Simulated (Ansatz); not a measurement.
A made-up structure of Si2H3OF, closed shell:

O1  (-1.592, 1.220, -1.493)
Si2  (-0.436, 1.188, -0.504)
Si3  (0.294, -0.886, 0.350)
F4  (-0.063, 0.005, -1.681)
H5  (0.276, 2.414, -0.032)
H6  (0.746, -1.751, -0.767)
H7  (-0.812, -1.534, 1.095)
(Å)

It is relaxed with PBE-D4/def2-SVP and then PBE0-D4/def2-TZVP (Ansatz 0.2.0). Atoms count as bonded within 1.22 times the sum of their covalent radii (H–H: 0.88 Å). The end point is not checked to be a true minimum.

Does its bonding change? (A judgement: the text doesn't fix the answer.)

Computed: Yes. Formed: Si3–F4; broken: Si2–F4.

Where it ends: The first stage lowers the energy by 4.26 eV in 36 steps. It ends as Si₂H₃OF ([O][SiH][SiH2][F]):
```xyz
7
angstrom
O -1.4316 1.9479 0.7373
Si -0.5615 1.4128 -0.3906
Si -0.0008 -0.8782 -0.4338
F 0.9139 -1.1812 -1.7150
H -0.0292 2.2697 -1.4933
H 0.7604 -1.2260 0.7899
H -1.2382 -1.6891 -0.5271
```

Labels in which every atom is bracketed show which atoms are joined, not bond orders.

For scale, one of the runs: PBE0-D4/def2-TZVP relaxation, 154 basis functions, launched by `ansatz run in.yaml --threads 2 --pin off --events-out ev --progress --plain --max-ram 4352MiB`. Hardware: 2 CPU threads of an Arm Neoverse V1, shared host. Wall time about 20 s.
